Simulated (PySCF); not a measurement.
## Working out the excitation energy of Sb²⁺

Sb²⁺ [Kr] 4d10 5s2 5p1 (2P) → Sb²⁺ [Kr] 4d10 5s2 5d1 (2D). Computed with PySCF 2.14 in aug-cc-pVDZ-PP with ECP28MDF, with a scalar-relativistic core potential. Frozen: 4s2 4p6 4d10. Energies in hartree (1 hartree = 27.21139 eV):

```csv
part,Sb²⁺ (lower),Sb²⁺ (upper)
UHF,-238.369407,-237.955244
MP2 opposite-spin,-0.026187,-0.032230
MP2 same-spin,-0.001854,-0.001386
```

What does Hartree-Fock give?

(-237.955244) − (-238.369407) = 0.414163 hartree = 11.270 eV.

What do MP2 and SCS-MP2 (6/5 opposite-spin, 1/3 same-spin) give?

The opposite-spin parts differ by -0.164 eV and the same-spin parts by 0.013 eV. MP2: 11.270 + (-0.164) + (0.013) = 11.119 eV. SCS-MP2: 11.270 + 1.2 × (-0.164) + (0.013)/3 = 11.078 eV.

A double-zeta basis recovers only part of the correlation energy.
